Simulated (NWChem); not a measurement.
The numbers come from NWChem runs, not from measurements. System: H₄Si₂, charge 0, spin multiplicity 1, displaced from the optimised geometry. The structure started from a generated list of species. Level: BLYP/def2-TZVP.

NWChem printed:

```
             Northwest Computational Chemistry Package (NWChem) 7.3.0
             --------------------------------------------------------

                                NWChem Input Module
                                -------------------

 Scaling coordinates for geometry "geometry" by  1.889725989
 (inverse scale =  0.529177249)

                             Geometry "geometry" -> ""
                             -------------------------

 Output coordinates in angstroms (scale by  1.889725989 to convert to a.u.)

  No.       Tag          Charge          X              Y              Z
 ---- ---------------- ---------- -------------- -------------- --------------
    1 Si                  14.0000    -1.05764000    -0.26780100     0.06313600
    2 Si                  14.0000     1.29228200     0.34788100    -0.19354800
    3 H                    1.0000    -1.34996100    -1.58735500     0.80091400
    4 H                    1.0000    -1.90218300    -0.22693400    -1.22036300
    5 H                    1.0000    -1.55854000     0.88402800     0.97207400
    6 H                    1.0000     1.52568500    -0.19086500     1.27314600

 Effective nuclear repulsion energy (a.u.)      71.9532360066

            Nuclear Dipole moment (a.u.)
            ----------------------------
        X                 Y               Z
 ---------------- ---------------- ----------------
    -0.0000207870    -0.0000113384     0.0000056692


 Summary of "ao basis" -> "" (spherical)
 ------------------------------------------------------------------------------
       Tag                 Description            Shells   Functions and Types
 ---------------- ------------------------------  ------  ---------------------
 *                         def2-tzvp                  on all atoms

                                 NWChem DFT Module
                                 -----------------

 Summary of "ao basis" -> "ao basis" (spherical)
 ------------------------------------------------------------------------------
       Tag                 Description            Shells   Functions and Types
 ---------------- ------------------------------  ------  ---------------------
 Si                        def2-tzvp                13       37   5s5p2d1f
 H                         def2-tzvp                 4        6   3s1p

 Summary of "ao basis" -> "ao basis" (spherical)
 ------------------------------------------------------------------------------
       Tag                 Description            Shells   Functions and Types
 ---------------- ------------------------------  ------  ---------------------
 Si                        def2-tzvp                13       37   5s5p2d1f
 H                         def2-tzvp                 4        6   3s1p

            General Information
            -------------------
          SCF calculation type: DFT
          Wavefunction type:  closed shell.
          No. of atoms     :     6
          No. of electrons :    32
           Alpha electrons :    16
            Beta electrons :    16
          Charge           :     0
          Spin multiplicity:     1
          Use of symmetry is: off; symmetry adaption is: off
          Maximum number of iterations: 100
          AO basis - number of functions:    98
                     number of shells:    42
          Convergence on energy requested:  1.00D-06
          Convergence on density requested:  1.00D-05
          Convergence on gradient requested:  5.00D-04

              XC Information
              --------------
                    Becke 1988 Exchange Functional  1.000
              Lee-Yang-Parr Correlation Functional  1.000

             Grid Information
             ----------------
          Grid used for XC integration:  coarse
          Radial quadrature: Mura-Knowles
          Angular quadrature: Lebedev.
          Tag              B.-S. Rad. Rad. Pts. Rad. Cut. Ang. Pts.
          ---              ---------- --------- --------- ---------
          Si                  1.10       70          10.0       302
          H                   0.35       35          11.0       302
          Grid pruning is: on
          Number of quadrature shells:   280
          Spatial weights used:  Erf1
[...]
    41     -0.179850  2 Si s                 52      0.176109  2 Si px
    42     -0.166358  2 Si s                 93      0.145716  6 H  s
    82      0.128084  4 H  s                 83      0.110461  4 H  s

 Vector   16  Occ=2.000000D+00  E=-2.065095D-01
              MO Center=  8.5D-01,  2.5D-01, -1.5D-01, r^2= 3.6D+00
   Bfn.  Coefficient  Atom+Function         Bfn.  Coefficient  Atom+Function
  ----- ------------  ---------------      ----- ------------  ---------------
    42      0.320118  2 Si s                 41      0.276678  2 Si s
    52      0.275272  2 Si px                15     -0.232766  1 Si px
    55      0.179726  2 Si px                40     -0.158446  2 Si s
    54     -0.158628  2 Si pz                53      0.153161  2 Si py
     4     -0.131480  1 Si s                  5     -0.120492  1 Si s

 Vector   17  Occ=0.000000D+00  E=-1.496474D-01
              MO Center=  1.1D+00,  2.8D-01, -1.4D-01, r^2= 3.0D+00
   Bfn.  Coefficient  Atom+Function         Bfn.  Coefficient  Atom+Function
  ----- ------------  ---------------      ----- ------------  ---------------
    53      0.430753  2 Si py                56      0.392880  2 Si py
    54      0.178707  2 Si pz                57      0.162712  2 Si pz
    50      0.153687  2 Si py                44     -0.152125  2 Si py
    52     -0.131926  2 Si px                89     -0.129461  5 H  s
    55     -0.116667  2 Si px                77      0.081620  3 H  s

 Vector   18  Occ=0.000000D+00  E=-2.372894D-02
              MO Center=  5.1D-01,  9.0D-02, -7.5D-02, r^2= 6.3D+00
   Bfn.  Coefficient  Atom+Function         Bfn.  Coefficient  Atom+Function
  ----- ------------  ---------------      ----- ------------  ---------------
     5      1.195178  1 Si s                 55      0.857912  2 Si px
    18      0.600762  1 Si px                95     -0.490071  6 H  s
    77     -0.483491  3 H  s                 42     -0.389574  2 Si s
    57      0.371090  2 Si pz                52      0.308594  2 Si px
     4      0.272976  1 Si s                 83     -0.227402  4 H  s

 Vector   19  Occ=0.000000D+00  E= 3.669450D-04
              MO Center= -8.1D-02, -1.5D-02, -5.3D-02, r^2= 6.1D+00
   Bfn.  Coefficient  Atom+Function         Bfn.  Coefficient  Atom+Function
  ----- ------------  ---------------      ----- ------------  ---------------
    42      1.132986  2 Si s                 95     -1.006679  6 H  s
    18     -0.838872  1 Si px                89     -0.616494  5 H  s
    20      0.611989  1 Si pz                57      0.565451  2 Si pz
    77     -0.551207  3 H  s                 55     -0.385003  2 Si px
    56     -0.383833  2 Si py                41      0.299060  2 Si s

 center of mass
 --------------
 x =   0.10250704 y =   0.03498413 z =  -0.05697263

 moments of inertia (a.u.)
 ------------------
          52.229278573955         -76.255843013851          25.308175006201
         -76.255843013851         335.520932433716           9.657207490424
          25.308175006201           9.657207490424         346.051858098276

     Multipole analysis of the density
     ---------------------------------

     L   x y z        total         alpha         beta         nuclear
     -   - - -        -----         -----         ----         -------
     0   0 0 0     -0.000000    -16.000000    -16.000000     32.000000

     1   1 0 0      0.191442      0.095731      0.095731     -0.000021
     1   0 1 0     -0.025951     -0.012970     -0.012970     -0.000011
     1   0 0 1     -0.079501     -0.039754     -0.039754      0.000006

     2   2 0 0    -24.354597   -100.092953   -100.092953    175.831309
     2   1 1 0     -0.974702    -20.422296    -20.422296     39.869891
     2   1 0 1      0.037173      4.962650      4.962650     -9.888127
     2   0 2 0    -21.453651    -21.596199    -21.596199     21.738746
     2   0 1 1      1.194020      3.377807      3.377807     -5.561594
     2   0 0 2    -23.523223    -21.183571    -21.183571     18.843919

            General Information
            -------------------
          SCF calculation type: DFT
          Wavefunction type:  closed shell.
          No. of atoms     :     6
          No. of electrons :    32
           Alpha electrons :    16
            Beta electrons :    16
          Charge           :     0
          Spin multiplicity:     1
          Use of symmetry is: off; symmetry adaption is: off
          Maximum number of iterations: 100
          AO basis - number of functions:    98
                     number of shells:    42
          Convergence on energy requested:  1.00D-06
          Convergence on density requested:  1.00D-05
          Convergence on gradient requested:  5.00D-04

              XC Information
              --------------
                    Becke 1988 Exchange Functional  1.000
              Lee-Yang-Parr Correlation Functional  1.000

             Grid Information
             ----------------
          Grid used for XC integration:  coarse
          Radial quadrature: Mura-Knowles
          Angular quadrature: Lebedev.
          Tag              B.-S. Rad. Rad. Pts. Rad. Cut. Ang. Pts.
          ---              ---------- --------- --------- ---------
          Si                  1.10       70          10.0       302
          H                   0.35       35          11.0       302
          Grid pruning is: on
          Number of quadrature shells:   280
          Spatial weights used:  Erf1

          Convergence Information
          -----------------------
          Convergence aids based upon iterative change in
          total energy or number of iterations.
          Levelshifting, if invoked, occurs when the
          HOMO/LUMO gap drops below (HL_TOL):  1.00D-02
          DIIS, if invoked, will attempt to extrapolate
          using up to (NFOCK): 10 stored Fock matrices.

                    Damping( 0%)  Levelshifting(0.5)       DIIS
                  --------------- ------------------- ---------------
          dE  on:    start            ASAP                start
          dE off:    2 iters        100 iters           100 iters

      Screening Tolerance Information
      -------------------------------
          Density screening/tol_rho:  1.00D-10
          AO Gaussian exp screening on grid/accAOfunc:  14
          CD Gaussian exp screening on grid/accCDfunc:  20
          XC Gaussian exp screening on grid/accXCfunc:  20
          Schwarz screening/accCoul:  1.00D-08

                            NWChem DFT Gradient Module
                            --------------------------

  charge          =   0.00
  wavefunction    = closed shell

                         DFT ENERGY GRADIENTS

    atom               coordinates                        gradient
                 x          y          z           x          y          z
   1 Si     -1.998650  -0.506071   0.119310    0.007377  -0.000707  -0.002923
   2 Si      2.442059   0.657400  -0.365753    0.003565   0.005335  -0.010503
   3 H      -2.551056  -2.999666   1.513508   -0.002019  -0.011007   0.006604
   4 H      -3.594605  -0.428843  -2.306152   -0.006830   0.000616  -0.010801
   5 H      -2.945214   1.670571   1.836954   -0.003376   0.009505   0.007525
   6 H       2.883127  -0.360683   2.405897    0.001283  -0.003742   0.010098

                 ----------------------------------------
                 |  Time  |  1-e(secs)   |  2-e(secs)   |
                 ----------------------------------------
                 |  CPU   |       0.01   |       2.07   |
                 ----------------------------------------
                 |  WALL  |       0.01   |       2.07   |
                 ----------------------------------------

 Task  times  cpu:        6.1s     wall:        6.1s

 Total times  cpu:        6.1s     wall:        6.1s
```

Write an NWChem input that would produce this output.

This is not unique; one that fits is 
```
start mol
memory heap 200 mb stack 900 mb global 1100 mb
geometry units angstroms nocenter noautoz noautosym
  Si    -1.057640    -0.267801     0.063136
  Si     1.292282     0.347881    -0.193548
  H     -1.349961    -1.587355     0.800914
  H     -1.902183    -0.226934    -1.220363
  H     -1.558540     0.884028     0.972074
  H      1.525685    -0.190865     1.273146
end
basis spherical
  * library def2-tzvp
end
dft
  xc becke88 lyp
  semidirect memsize 60000000 filesize 0
  iterations 100
  grid coarse
end
task dft gradient
```
